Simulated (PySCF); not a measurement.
S-ethyl ethanethioate (C4H8OS), SMILES CC(SCC)=O.

Geometry: B3LYP-D3(BJ)/def2-SVP. A frequency run showed that this geometry is not a minimum. One conformer was computed; it need not be the lowest.

The numbers are results of PySCF with PBE/def2-TZVP, not measurements.

Isolated molecule, no solvent.

### Question
Estimate the frontier levels, gap, dipole moment and polarisability. (The exact figures need the calculation; the answer reports its results.)

### Answer

- highest occupied level = -5.96 eV
- lowest empty level = -1.51 eV
- orbital gap = 4.45 eV
- dipole moment = 1.25 D
- quadrupole, principal values (traceless, Buckingham form, about the centre of nuclear charge) = -10.07, -0.81, 10.88 D·Å
- mean static polarisability = 75.5 bohr³ (11.19 Å³)
- polarisability, principal values = 53.7, 71.6, 101.2 bohr³
